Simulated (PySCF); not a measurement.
CH₃BF₂O.
Cartesian coordinates in Å at the PBE0-D3(BJ)/def2-SVP level; atoms count from 1:
```xyz
8
CH3BF2O angstrom
O     -0.2727    0.2291    1.5235
C     -0.0668   -0.5276    0.3607
B      0.0192    0.2999   -0.9670
F      0.0222   -0.2751   -2.1533
F      0.1341    1.6172   -0.9327
H      0.2230    1.0500    1.4417
H      0.8450   -1.1658    0.4189
H     -0.8951   -1.2527    0.2661
```

Computed at PBE0/pcSseg-1 (PySCF, non-relativistic), with Q(17O) = −0.0256 b, Q(11B) = 0.04059 b: O1, 17O (I = 5/2): χzz = 12.37 MHz, η = 0.894; B3, 11B (I = 3/2): χzz = 3.658 MHz, η = 0.682.

Problem. Find the zero-field quadrupole resonance frequencies of 17O at O1.

Solution. From the eigenvalues of H = χ/[4I(2I − 1)] × [3Iz² − I(I + 1) + η(Ix² − Iy²)], steps between neighbouring levels, labelled as for η = 0: ±1/2↔±3/2 3.049 MHz, ±3/2↔±5/2 3.330 MHz (alcohol oxygen).

Problem. Find the zero-field quadrupole resonance frequencies of 11B at B3.

Solution. From ν = (|χ|/2)√(1 + η²/3): ν = 1.966 MHz (three-coordinate boron).

In a crystal, neighbours and librations shift these lines. Isolated species at its PBE0-D3(BJ)/def2-SVP geometry (one conformer only). The small basis limits the accuracy of the gradients.
